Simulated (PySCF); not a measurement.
# Finite-field polarisability of B (boron, neutral)

[He] 2s2 2p1, 2P determinant. Calculation: PySCF 2.14, in aug-cc-pwCVDZ; the non-relativistic Hamiltonian (point nucleus). Frozen: 1s2. Energy changes in a uniform field (μhartree):

```csv
axis,F (au),HF,MP2,CCSD,CCSD(T)
x,0.0032,-103.024,-88.812,-91.904,-92.520
x,0.0064,-412.113,-355.875,-367.763,-370.205
y,0.0028,-99.089,-96.781,-95.642,-95.912
y,0.0056,-396.920,-387.765,-383.324,-384.414
```

By symmetry the remaining axis equals x.

Question: Derive α along x at CCSD(T) from the two fields.

Answer: With ΔE = −αF²/2 − γF⁴/24, α = −(16 ΔE(F) − ΔE(2F))/(6F²) = 18.07 bohr³.

Question: And the mean polarisability at each level?

Answer: The components xx, yy, zz at CCSD(T) are 18.07, 24.45, 18.07, the third axis being equal by symmetry to one of the two computed. Means: HF 21.84, MP2 19.78, CCSD 20.09, CCSD(T) 20.20 bohr³. Reference: 20.5 ± 0.1 bohr³ (recommended; Schwerdtfeger and Nagle, table of static dipole polarizabilities (2023 update)).

A double-zeta set is small for polarisabilities.
